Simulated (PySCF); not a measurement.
Ge(NH2)3(NMe2), SMILES [N]([Ge]([NH2])([NH2])[NH2])(C)C, singlet (GFN2-xTB optimised geometry):

```
19

C     -0.581    -2.521    -2.185
N     -1.322    -1.431    -1.591
C     -2.742    -1.543    -1.841
Ge    -0.774    -0.714     0.000
N      1.058    -0.714     0.000
N     -1.381    -1.684     1.452
N     -1.490     0.975     0.000
H     -0.885    -3.502    -1.796
H      0.478    -2.374    -1.989
H     -0.741    -2.520    -3.268
H     -2.926    -1.513    -2.919
H     -3.252    -0.703    -1.374
H     -3.167    -2.479    -1.451
H      1.470    -1.582     0.308
H      1.490     0.033     0.524
H     -2.373    -1.873     1.422
H     -1.180    -1.278     2.356
H     -1.344     1.465    -0.871
H     -1.193     1.582     0.751
```

Method: PBE0/def2-SVP run with PySCF.

Task: What are the frontier orbital energies and the dipole moment?

Result: HOMO-2 -7.03 eV, HOMO-1 -6.94 eV, HOMO -5.83 eV, LUMO 1.07 eV, LUMO+1 2.18 eV; dipole moment 1.93 D.

On the same geometry PBE/def2-SVP run with PySCF gives HOMO-2 -5.46 eV, HOMO-1 -5.38 eV, HOMO -4.42 eV, LUMO 0.17 eV, LUMO+1 1.29 eV; dipole moment 1.92 D.

Meta-Löwdin charges at PBE0/def2-SVP: C1 -0.19, N2 -0.41, C3 -0.19, Ge4 1.05, N5 -0.68, N6 -0.68, N7 -0.68, H8 0.07, H9 0.10, H10 0.09, H11 0.09, H12 0.10, H13 0.07, H14 0.21, H15 0.21, H16 0.21, H17 0.20, H18 0.21, H19 0.20.
